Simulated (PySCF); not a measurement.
## V- (vanadium, charge -1) across methods

[Ar] 3d4 4s2, high-spin 5D determinant. All numbers are calculated (PySCF 2.14, the spin-free X2C one-electron Hamiltonian (Gaussian nucleus), in aug-cc-pVTZ-DK). The B2PLYP total includes its PT2 part (frozen core); its orbital energies are those of the SCF part.

```
 method  E (hartree)  mean ε 4s α (eV)  mean ε 4s β (eV)  mean ε 3d α (eV)  Σ⟨r²⟩ (bohr²)   ⟨S²⟩
    LDA     -947.022             0.177             0.991             1.619          81.62  6.060
  M06-L     -949.148             0.273             1.091             1.886          77.61  6.032
    UHF   -948.11899            -2.030             0.213            -4.739          117.1  6.450
 B2PLYP     -948.937            -0.441             0.442            -1.028          88.68  6.085
    PBE     -948.992             0.289             1.078             1.691          83.06  6.058
   PBE0     -949.004            -0.157             0.703             0.392          83.83  6.075
 r2SCAN     -949.178            -0.078             0.948             1.311          87.77  6.192
    M06     -949.172             0.150             0.464             0.819          75.59  6.003
r2SCANh     -949.167            -0.251             0.822             0.804          87.96  6.194
```

At LDA the highest occupied level has a positive energy, so only the finite basis holds that electron; in a semilocal or global hybrid functional this comes from self-interaction and does not mean that the real anion is unbound.

The highest occupied level is positive at LDA, M06-L, UHF, B2PLYP, PBE, PBE0, r2SCAN, M06, r2SCANh: only the finite basis holds that electron, at UHF too, so the state is unbound at these levels.
